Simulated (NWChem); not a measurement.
System: C₃H₇BeCl; SMILES C[CH](C)[Be][Cl]

The following NWChem deck was run.

```
start job
memory heap 200 mb stack 900 mb global 1100 mb
geometry units angstroms
  Be     0.002759     0.512205    -0.183658
  Cl     0.006380     2.322187     0.017209
  C     -0.000193    -1.160212    -0.388175
  C     -1.268924    -1.825156     0.161557
  C      1.264372    -1.829622     0.165827
  H      0.001427    -1.308186    -1.488841
  H     -1.278711    -2.910291    -0.047701
  H     -1.345940    -1.713271     1.256397
  H     -2.189499    -1.403369    -0.273691
  H      2.187823    -1.411560    -0.266927
  H      1.270725    -2.914918    -0.042759
  H      1.338556    -1.717367     1.260826
end
basis spherical
  * library 3-21g
end
dft
  xc hfexch
  iterations 150
end
driver
  maxiter 120
end
task dft optimize
task dft freq
```

The level has its own optimisation; frequencies are unscaled. Brackets give each atom's bonded neighbours.

Task: What results follow from this input? (Hartree-Fock/3-21G.) Quantities: r Be–Cl (Å); r Be–C (Å); r C–C (Å); r C–H [C(BeCCH)–H(C)] (Å); highest harmonic frequency (cm⁻¹); lowest (cm⁻¹); zero-point energy (kcal/mol); dipole (D).

Result: 
```
Quantity                           Result
---------------------------------  ------
r Be–Cl (Å)                         1.854
r Be–C (Å)                          1.704
r C–C (Å)                           1.558
r C–H [C(BeCCH)–H(C)] (Å)           1.092
highest harmonic frequency (cm⁻¹)    3237
lowest (cm⁻¹)                         104
zero-point energy (kcal/mol)         64.5
dipole (D)                           2.33
```
